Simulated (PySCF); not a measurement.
Si4H9O3F

The system: Si4H9O3F, a molecule; neutral, singlet. The structure, one conformer, was relaxed in the gas phase by PBE0-D3(BJ)/def2-SVP. No frequency run checks that it is a minimum.

SMILES: F[Si](O[SiH3])(O[SiH3])O[SiH3]

Coordinates in Å:
```
Si1     0.948   -2.001    2.624
O2      0.816   -1.367    1.092
Si3    -0.141   -0.733   -0.050
O4     -0.884    0.604    0.513
Si5    -1.743    1.980    0.152
O6      0.731   -0.422   -1.384
Si7     1.059    0.565   -2.678
F8     -1.277   -1.808   -0.431
H9      0.444   -1.016    3.626
H10     2.387   -2.285    2.877
H11     0.157   -3.261    2.723
H12    -2.122    2.638    1.432
H13    -2.966    1.635   -0.629
H14    -0.888    2.901   -0.656
H15     1.619   -0.269   -3.776
H16    -0.196    1.232   -3.138
H17     2.048    1.606   -2.276
```

Shieldings: GIAO PBE0/pcSseg-1. Shifts are against computed references at the same level: H TMS (σ 31.27 ppm), Si TMS (σ 352.0 ppm). Core levels by delta-SCF with SCAN, pcX-2 on the ionised atom and pcseg-1 elsewhere, spin-free X2C (2p3/2 is the spin-free 2p value less a third of a first-order spin-orbit splitting); from the vacuum level, for chosen atoms.

Q: Give the shieldings and core levels atom by atom.

A: 
```tsv
atoms	bonded to	σ (ppm)	δ (ppm)	core level (eV)
Si1	1 O + 3 H	388.1	-36.1	-
O2	2 Si	298.5	-	1s 538.30
Si3	1 F + 3 O	454.1	-102.1	2p3/2 109.19
O4	2 Si	297.8	-	1s 538.35
Si5	1 O + 3 H	388.4	-36.4	-
O6	2 Si	298.8	-	1s 538.34
Si7	1 O + 3 H	388.4	-36.4	-
F8	1 Si	327.3	-	1s 692.42
H9 H10 H11	1 Si	26.22	5.05	-
H12 H13 H14	1 Si	26.16	5.11	-
H15 H16 H17	1 Si	26.17	5.09	-
```

Values are those of this one static structure, with the three H of a rotating XH3 group averaged; atoms that internal rotation interchanges would show their mean in an NMR spectrum.

Q: By CAM-B3LYP/def2-SVPD (TDDFT singlets, Tamm-Dancoff triplets, ionisation by delta-SCF), where does absorption start, and what does vertical ionisation take?

A: The lowest singlet lies at 7.60 eV (f 0.003), the strongest of the first 6 at 8.00 eV (f 0.006), the lowest triplet at 7.23 eV; vertical ionisation takes 11.10 eV.
